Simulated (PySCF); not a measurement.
**Trend along group 14: MB molecules**

PBE with triple-zeta basis sets in PySCF, for the lowest determinant that a PBE0 search found; no spin–orbit coupling. De refers to high-spin ground-configuration atoms. A positive dipole means M(−)B(+).

```
 M         basis  state (unpaired electrons)  Re (Å)  ωe (cm⁻¹)  De (eV)  μ (D)
 C    def2-TZVPP         quartet (σ ↑, π ↑↑)   1.497       1170     5.05   1.12
Si    def2-TZVPP         quartet (σ ↑, π ↑↑)   1.928        731     3.75  -0.64
Ge    def2-TZVPP         quartet (σ ↑, π ↑↑)   2.001        623     3.51  -0.96
Sn  x2c-TZVPPall         quartet (σ ↑, π ↑↑)   2.202        532     3.04  -1.55
Pb    def2-TZVPP         quartet (σ ↑, π ↑↑)   2.273        486     2.84  -1.97
```

The shortest bond is that of BC (1.497 Å), the longest that of BPb (2.273 Å).

The rows differ in basis set, which adds steps of its own.

Down a group the atoms grow and get heavier, so bonds lengthen and wavenumbers fall; this series shows no clear exception.

Spin–orbit coupling is left out, which matters for elements this heavy, above all for dissociation energies. States were picked by a PBE0 search and need not be the measured ground states.
